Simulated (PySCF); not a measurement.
FOS (SMILES O=[S]F), doublet, geometry from GFN2-xTB; CASSCF(3,4)/cc-pVDZ (PySCF).

Input for PySCF:
```python
from pyscf import gto, scf, mcscf
import numpy

mol = gto.Mole()
mol.atom = '''
    O    -1.205416   -0.487227    0.020927
    S    -0.130737    0.467574    0.000336
    F     1.303903   -0.398151   -0.019199
'''
mol.basis = 'cc-pvdz'
mol.charge = 0
mol.spin = 1
mol.verbose = 4
mol.build()

mf = scf.ROHF(mol)
mf.kernel()
mc = mcscf.CASSCF(mf, 4, 3)
mc.kernel()
occ = numpy.linalg.eigvalsh(mc.fcisolver.make_rdm1(mc.ci, mc.ncas, mc.nelecas))[::-1]
ss = mc.fcisolver.spin_square(mc.ci, mc.ncas, mc.nelecas)[0]
print('natural occupations', occ.round(4), ' <S^2>', round(ss, 4))
```

Output, abridged:

```
PySCF version 2.14.0

[INPUT] verbose = 4
[INPUT] num. atoms = 3
[INPUT] num. electrons = 33
[INPUT] charge = 0
[INPUT] spin (= nelec alpha-beta = 2S) = 1
[INPUT] symmetry False subgroup None
[INPUT] Mole.unit = angstrom
[INPUT] Symbol           X                Y                Z      unit          X                Y                Z       unit  Magmom
[INPUT]  1 O     -1.205416000000  -0.487227000000   0.020927000000 AA   -2.277906106169  -0.920725590493   0.039546298609 Bohr   0.0
[INPUT]  2 S     -0.130737000000   0.467574000000   0.000336000000 AA   -0.247057124347   0.883586802967   0.000634947978 Bohr   0.0
[INPUT]  3 F      1.303903000000  -0.398151000000  -0.019199000000 AA    2.464019562999  -0.752396346222  -0.036280851866 Bohr   0.0

nuclear repulsion = 107.758945956166
number of shells = 15
number of NR pGTOs = 93
number of NR cGTOs = 46
basis = cc-pvdz
ecp = {}

******** <class 'pyscf.scf.rohf.ROHF'> ********
method = ROHF
initial guess = minao
damping factor = 0
level_shift factor = 0
DIIS = <class 'pyscf.scf.diis.CDIIS'>
diis_start_cycle = 1
diis_space = 8
diis_damp = 0
SCF conv_tol = 1e-09
SCF conv_tol_grad = None
SCF max_cycles = 50
direct_scf = True
direct_scf_tol = 1e-13
num. doubly occ = 16  num. singly occ = 1
Set gradient conv threshold to 3.16228e-05
init E= -572.095100136161
  HOMO = -0.169533641555469  LUMO = 0.00219556970027046  gap/eV = 4.67299
cycle= 1 E= -571.651207399944  delta_E= 0.444  |g|= 0.674  |ddm|= 1.43
  HOMO = -0.221195641220528  LUMO = 0.076797930131451  gap/eV = 8.10882
cycle= 2 E= -571.688657661955  delta_E= -0.0375  |g|= 0.551  |ddm|= 0.599
  HOMO = -0.207559146418673  LUMO = 0.111956863703262  gap/eV = 8.69447
cycle= 3 E= -571.751829718945  delta_E= -0.0632  |g|= 0.0864  |ddm|= 0.276
  HOMO = -0.18713652944427  LUMO = 0.121965876382164  gap/eV = 8.41110
cycle= 4 E= -571.753604229787  delta_E= -0.00177  |g|= 0.0298  |ddm|= 0.0499
  HOMO = -0.185738136260741  LUMO = 0.125581347401888  gap/eV = 8.47143
cycle= 5 E= -571.753956902249  delta_E= -0.000353  |g|= 0.0111  |ddm|= 0.023
  HOMO = -0.186137644996253  LUMO = 0.124910376957367  gap/eV = 8.46405
cycle= 6 E= -571.754079548498  delta_E= -0.000123  |g|= 0.00688  |ddm|= 0.0147
  HOMO = -0.185931689342519  LUMO = 0.125357254973952  gap/eV = 8.47060
cycle= 7 E= -571.754166279146  delta_E= -8.67e-05  |g|= 0.00406  |ddm|= 0.0158
  HOMO = -0.185848269600012  LUMO = 0.125516979964709  gap/eV = 8.47268
cycle= 8 E= -571.754203506889  delta_E= -3.72e-05  |g|= 0.00276  |ddm|= 0.0111
  HOMO = -0.185991081768499  LUMO = 0.125801159774512  gap/eV = 8.48430
cycle= 9 E= -571.754223725888  delta_E= -2.02e-05  |g|= 0.00085  |ddm|= 0.012
  HOMO = -0.186184766954716  LUMO = 0.125837277607608  gap/eV = 8.49055
cycle= 10 E= -571.754225774826  delta_E= -2.05e-06  |g|= 0.000135  |ddm|= 0.00468
  HOMO = -0.18619312286934  LUMO = 0.125855909765857  gap/eV = 8.49129
cycle= 11 E= -571.754225799188  delta_E= -2.44e-08  |g|= 2.17e-05  |ddm|= 0.000517
  HOMO = -0.186188209206702  LUMO = 0.125856670699352  gap/eV = 8.49117
cycle= 12 E= -571.754225799542  delta_E= -3.54e-10  |g|= 6.7e-06  |ddm|= 2.94e-05
  HOMO = -0.186188845841288  LUMO = 0.125856073408088  gap/eV = 8.49117
Extra cycle  E= -571.754225799574  delta_E= -3.18e-11  |g|= 3.42e-06  |ddm|= 6.14e-06
converged SCF energy = -571.754225799574

******** <class 'pyscf.mcscf.mc1step.CASSCF'> ********
CAS (2e+1e, 4o), ncore = 15, nvir = 27
max_cycle_macro = 50
max_cycle_micro = 4
conv_tol = 1e-07
conv_tol_grad = None
orbital rotation max_stepsize = 0.02
orbital rotation threshold for CI restart = 0.01
augmented hessian ah_max_cycle = 30
augmented hessian ah_conv_tol = 1e-12
augmented hessian ah_linear dependence = 1e-14
augmented hessian ah_level shift = 1e-08
augmented hessian ah_start_tol = 2.5
augmented hessian ah_start_cycle = 3
augmented hessian ah_grad_trust_region = 3
kf_trust_region = 3
kf_interval = 4
ci_response_space = 4
ci_grad_trust_region = 3
with_dep4 0
natorb = False
canonicalization = True
sorting_mo_energy = False
ao2mo_level = 2
internal_rotation = False
******** <class 'pyscf.fci.direct_spin1.FCISolver'> ********
max. cycles = 50
conv_tol = 1e-08
davidson only = False
linear dependence = 1e-12
level shift = 0.001
max iter space = 12
nroots = 1
pspace_size = 400
spin = None
CASCI E = -571.759991948072  S^2 = 0.7500000
Set conv_tol_grad to 0.000316228
macro iter   1 ( 21 JK    4 micro), CASSCF E = -571.768226765220  dE = -8.23481715e-03  S^2 = 0.7500000
               |grad[o]|=0.022  |grad[c]|=0.0181  |ddm|=0.0553  |maxRot[o]|=0.242
macro iter   2 ( 21 JK    4 micro), CASSCF E = -571.774942062490  dE = -6.71529727e-03  S^2 = 0.7500000
               |grad[o]|=0.0246  |grad[c]|=0.00793  |ddm|=0.0147  |maxRot[o]|=0.175
macro iter   3 ( 21 JK    4 micro), CASSCF E = -571.778991100366  dE = -4.04903788e-03  S^2 = 0.7500000
               |grad[o]|=0.0217  |grad[c]|=0.00822  |ddm|=0.00639  |maxRot[o]|=0.159
macro iter   4 ( 20 JK    4 micro), CASSCF E = -571.779547416614  dE = -5.56316248e-04  S^2 = 0.7500000
               |grad[o]|=0.0134  |grad[c]|=0.00632  |ddm|=0.0109  |maxRot[o]|=0.127
macro iter   5 ( 21 JK    4 micro), CASSCF E = -571.780358772936  dE = -8.11356322e-04  S^2 = 0.7500000
               |grad[o]|=0.00738  |grad[c]|=0.00485  |ddm|=0.00168  |maxRot[o]|=0.204
macro iter   6 ( 21 JK    4 micro), CASSCF E = -571.781101810413  dE = -7.43037477e-04  S^2 = 0.7500000
               |grad[o]|=0.00468  |grad[c]|=0.00404  |ddm|=0.000289  |maxRot[o]|=0.311
macro iter   7 ( 21 JK    4 micro), CASSCF E = -571.781988499048  dE = -8.86688635e-04  S^2 = 0.7500000
               |grad[o]|=0.00382  |grad[c]|=0.00314  |ddm|=0.000691  |maxRot[o]|= 0.31
macro iter   8 ( 21 JK    4 micro), CASSCF E = -571.782434895570  dE = -4.46396522e-04  S^2 = 0.7500000
               |grad[o]|=0.00262  |grad[c]|=0.00239  |ddm|=0.000772  |maxRot[o]|=0.308
macro iter   9 ( 21 JK    4 micro), CASSCF E = -571.782443850658  dE = -8.95508799e-06  S^2 = 0.7500000
               |grad[o]|=0.00097  |grad[c]|=0.000194  |ddm|=0.000375  |maxRot[o]|=0.0225
macro iter  10 (  7 JK    1 micro), CASSCF E = -571.782443918454  dE = -6.77960088e-08  S^2 = 0.7500000
               |grad[o]|=8.14e-05  |grad[c]|=5.67e-05  |ddm|=1.73e-05  |maxRot[o]|=0.00104
1-step CASSCF converged in  10 macro (195 JK  37 micro) steps
CASSCF canonicalization
Density matrix diagonal elements [1.96654225 1.         0.02993134 0.0035264 ]
CASSCF energy = -571.782443918454
CASCI E = -571.782443918454  E(CI) = -3.27966266744863  S^2 = 0.7500000
natural occupations [1.9669e+00 1.0000e+00 3.2500e-02 7.0000e-04]  <S^2> 0.75
```
